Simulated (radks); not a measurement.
Q: All-electron atom: Bi2+ in [Hg] 6p1. Calculated with a radial shooting solver on a logarithmic mesh with Libxc functionals: non-relativistic Kohn-Sham, TPSS, spin-polarised, spherical densities, point nucleus; open shells are filled with parallel spins first (spin-orbit coupling, left out, can overturn this in heavy ions); meta-GGA in the generalised Kohn-Sham scheme; relativity is left out, which matters for an element this heavy. Some entries of the table are withheld. Estimate them.

orbital  occ.  eigenvalue (hartree)  r(max) (bohr)  <r> (bohr)
1s up       1             -2979.918        0.01210     0.01823
1s down     1             -2979.918        0.01210     0.01823
2s up       1             -504.0779        0.06566     0.07662
2s down     1             -504.0778        0.06566     0.07662
2p up       3             -485.5402        0.05090     0.06471
2p down     3             -485.5398        0.05091     0.06471
3s up       1             -121.4115         0.1787      0.1925
3s down     1             -121.4112         0.1787      0.1925
3p up       3             -112.5863         0.1679      0.1831
3p down     3             -112.5860         0.1679      0.1831
3d up       5             -96.17280         0.1317      0.1595
3d down     5             -96.17244         0.1317      0.1595
4s up       1             -27.83894         0.3958      0.4195
4s down     1             -27.83848         0.3958      0.4195
4p up       3             -23.93714         0.3941      0.4219
4p down     3             -23.93660         0.3941      0.4219
4d up       5             -16.74659         0.3847      0.4252
4d down     5             -16.74595         0.3847      0.4252
4f up       7              -6.99901         0.3379      0.4319
4f down     7              -6.99821         0.3379      0.4319
5s up       1              -5.27185         0.8569      0.9265
5s down     1              -5.26987         0.8570      0.9265
5p up       3              -3.94415         0.8983      0.9898
5p down     3              -3.94202         0.8984      0.9894
5d up       5                   (1)            (2)       1.208
5d down     5                   (3)            (4)       1.203
6s up       1              -0.99709            (5)       2.311
6s down     1              -0.96036            (6)       2.306
6p up       1              -0.71147          2.370       2.682
6p down     0              -0.67499          2.363       2.705

A: 
(1) 5d up eigenvalue (hartree): -1.77162
(2) 5d up r(max) (bohr): 1.022
(3) 5d down eigenvalue (hartree): -1.76657
(4) 5d down r(max) (bohr): 1.022
(5) 6s up r(max) (bohr): 2.068
(6) 6s down r(max) (bohr): 2.051
